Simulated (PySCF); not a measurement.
# O⁺: excitation energy

O⁺ [He] 2s2 2p3 (4S) → O⁺ [He] 2s1 2p4 (4P), as a difference of total energies. Calculation: PySCF 2.14, in x2c-TZVPPall with one added diffuse shell each of s, p, d type (6s4p3d1f, 40 functions); scalar relativity by spin-free X2C-1e. Correlated levels: valence: 1s2 frozen; valence and next inner shell: nothing frozen. The calculations carry no spin-orbit coupling.

```
                                method  excitation energy (cm⁻¹)
                                   UHF                    120700
                                   LDA                    115740
                                   PBE                    113760
                                   M06                    116890
                                 TPSSh                    116460
                                  MN15                    111660
                                  BLYP                    114060
                         MP2 (valence)                    121010
                     SCS-MP2 (valence)                    121060
    MP2 (valence and next inner shell)                    120850
SCS-MP2 (valence and next inner shell)                    120970
```

Problem. Estimate what r2SCAN gives.

Solution. 113670 cm⁻¹, closest to PBE among the rows shown.

Problem. Estimate what PBE0 gives.

Solution. 116220 cm⁻¹, closest to TPSSh among the rows shown.

Errors of the correlated levels include the incompleteness of this basis and the frozen core.

For comparison: 119930 cm⁻¹ (measured; NIST levels, between the centres of gravity of the two terms).
